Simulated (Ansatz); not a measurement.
A structure relaxed at r2SCAN-D4/def2-SVPD in Ansatz, charge -1, singlet:

```xyz
6

Ru    0.019    0.074    0.092
N     0.269    1.053    1.312
F     1.205   -1.419    0.300
F     1.206    0.599   -1.320
F    -1.349    0.855   -1.002
F    -1.350   -1.163    0.617
```

(1) Give its formula, name or SMILES and point group.

(2) Summarise the bond lengths by kind (pairs closer than 1.2 times the sum of covalent radii, bridged metal pairs left out).

Answers

(1) [RuNF4]- (RuNF4⁻). Point group C4v (tolerance 0.1 Å).

(2) 4 × F–Ru 1.92 Å; 1 × N–Ru 1.58 Å. The metal has 5 neighbours: N 1.58 Å, F 1.92 Å, F 1.92 Å, F 1.92 Å, F 1.92 Å.

In the def2 sets Ru takes a core potential; there is no spin–orbit coupling. The relaxation made no stability test and no search for a lower SCF solution.
